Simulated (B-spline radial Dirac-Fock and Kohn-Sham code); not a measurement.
**Dipole and non-dipole photoemission parameters of Ce⁺ 5d5/2**

System: the Ce⁺ ion in the configuration [Xe] 4f1 5d2; threshold 9.58 eV (orbital energy of the model). These are calculated numbers from a B-spline atomic structure program; the model is Dirac-Hartree-Slater photoionisation with a Latter tail; cross sections with all multipoles, angular parameters from the dipole term and its interference with E2.

For linearly polarised light dσ/dΩ = σ/(4π) [1 + β P₂(cos θ) + (δ + γ cos²θ) sin θ cos φ], with θ from the polarisation vector and φ the angle between the beam and the projection of the electron momentum on the plane normal to the polarisation.

```tsv
hν (eV)	σ (kb)	β	γ	δ
63.4	94.0	1.958	0.155	0.003
64.1	89.4	1.965	0.156	0.003
80	31.3	1.885	0.114	-0.001
100	12.5	0.774	-0.054	0.022
127	9.03	-0.555	-0.070	0.053
146	9.51	-0.540	0.024	0.049
155	9.85	-0.437	0.062	0.044
160	10.0	-0.371	0.080	0.041
221	11.0	0.301	0.158	0.013
225	11.0	0.332	0.157	0.012
288	10.1	0.689	0.123	0.000
300	9.89	0.737	0.114	-0.001
400	7.70	1.009	0.043	-0.004
565	4.93	1.214	-0.020	0.000
704	3.44	1.294	-0.031	0.005
884	2.26	1.345	-0.011	0.011
899	2.18	1.348	-0.008	0.012
1000	1.76	1.361	0.014	0.015
1130	1.35	1.370	0.048	0.019
1550	0.654	1.361	0.178	0.031
2000	0.344	1.326	0.322	0.044
2350	?	?	?	?
3990	0.0485	1.140	0.823	0.101
4150	0.0430	1.127	0.854	0.106
4260	0.0396	1.118	0.875	0.109
4880	0.0259	1.070	0.985	0.128
6590	0.00966	0.958	1.227	0.180
9251.7	0.00299	0.827	1.493	0.258
11600	0.00132	0.740	1.658	0.324
12000	0.00117	0.727	1.681	0.335
```

Q: Give the values at 2350 eV.

A: σ = 0.224 kb, β = 1.293, γ = 0.427, δ = 0.054.
